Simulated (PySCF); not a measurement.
Numbering as in the mapped SMILES `[F:1][B:2]([F:3])[CH2:4][SiH3:5]`; H(Xn) means a hydrogen on atom n.

Geometry: PBE0-D3(BJ)/def2-SVP; GIAO shifts from PySCF 2.14.0 with density-fitted response routines, gas phase, non-relativistic, averaged over equivalent atoms.

At PBE0/def2-SVP (99 basis functions, 5.8 s wall time on 1 thread of an Arm Neoverse V1, shared host):
```json
{"atoms": "F1/F3", "δ (ppm)": "-47.9"}
{"atoms": "B2", "δ (ppm)": "26.9"}
{"atoms": "C4", "δ (ppm)": "-6.5"}
{"atoms": "Si5", "δ (ppm)": "-70.0"}
{"atoms": "H(Si5)", "δ (ppm)": "3.98"}
{"atoms": "H(C4)", "δ (ppm)": "0.12"}
```

Scale: ¹⁹F (σref 214.64) against CFCl3; BF3·OEt2 for ¹¹B (σref 110.67); ¹³C (σref 193.72) and ²⁹Si (σref 407.17) and ¹H (σref 31.34) against TMS (reference shieldings calculated alike).

Question: Predict the values at LDA/pcSseg-2 on the same geometry.

Answer: 
| atoms | δ at LDA/pcSseg-2 | change |
| --- | --- | --- |
| F1/F3 | -82.7 | -34.8 |
| B2 | 29.4 | +2.5 |
| C4 | -5.2 | +1.3 |
| Si5 | -77.5 | -7.5 |
| H(Si5) | 4.33 | +0.35 |
| H(C4) | 0.63 | +0.51 |

Shifts are taken against calculated references (same method and geometry level): ¹⁹F (138.24 ppm) vs CFCl3; BF3·OEt2 for ¹¹B (90.97 ppm); ¹³C (180.28 ppm) and ²⁹Si (303.06 ppm) and ¹H (30.77 ppm) against TMS.

The largest change is at F1/F3 (fluorine bonded to B). Cost: 257 basis functions, 27 s wall time on 1 thread of an Arm Neoverse V1, shared host.

A carbon bonded to boron is broadened by the quadrupolar boron nucleus and is often missing from a measured spectrum. Unscaled 19F shifts against computed CFCl3 carry errors that often reach 10 to 50 ppm.
